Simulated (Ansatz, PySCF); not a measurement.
CH3O2 (SMILES O=C[OH2+]), charge +1, singlet, geometry from GFN2-xTB. Base run: CASSCF(2,2)/6-31G in PySCF.

Here is a job for PySCF.
```python
from pyscf import gto, scf, mcscf
import numpy

mol = gto.M(
    atom='''
O    -0.99670430   -0.48679131   -0.02050171
C     0.16260915    0.52937802   -0.00703074
O     1.22437017    0.11575511    0.11238354
H    -0.70362568   -1.42889272   -0.05203392
H    -0.30185128    1.51257374   -0.07705403
H    -1.79150481   -0.29165963   -0.56378237
''',
    basis='6-31g',
    charge=1,
    verbose=4,
)

mf = scf.RHF(mol)
mf.kernel()
mc = mcscf.CASSCF(mf, 2, 2)
mc.fix_spin_(ss=0.0)
mc.kernel()
occ = numpy.linalg.eigvalsh(mc.fcisolver.make_rdm1(mc.ci, mc.ncas, mc.nelecas))[::-1]
ss = mc.fcisolver.spin_square(mc.ci, mc.ncas, mc.nelecas)[0]
print('natural occupations', occ.round(4), ' <S^2>', round(ss, 4))
```

Programs used: Ansatz (a program for electronic structure), PySCF; a row that names a program was run with it.

Each row names what was changed in the base input (with any setting that the change needs).

```
change                                                ΔE vs base (mEh)                      natural occupations  <S^2> of the state
----------------------------------------------------  ----------------  ---------------------------------------  ------------------
base                                                             0.000                                1.92 0.08                0.00
active space = 8 electrons, 8 orbitals                          -104.8  1.98 1.98 1.97 1.94 0.06 0.03 0.02 0.02                0.00
start = MP2 natural orbitals                                     0.000                                1.92 0.08                0.00
code = ansatz; correction = SC-NEVPT2, all electrons            -307.5                                        -                   -
active space = 6 electrons, 6 orbitals                         -84.393            1.98 1.97 1.94 0.06 0.03 0.02                0.00
solver = newton                                                  0.000                                1.92 0.08                0.00
fix_spin_ = off                                                  0.000                                1.92 0.08                0.00
active space = 8 electrons, 6 orbitals                         -41.695            2.00 1.99 1.97 1.93 0.07 0.04                0.00
conv_tol = 1e-5                                                  0.000                                1.92 0.08                0.00
active space = 6 electrons, 4 orbitals                          -2.576                      2.00 2.00 1.92 0.08                0.00
state_average = 2 states                                        48.050                                        -                   -
```

Active orbitals are taken around the Fermi level unless the row says otherwise; CASSCF can end in different local minima, and two programs can end on different orbitals. State-averaged rows give the lowest state.
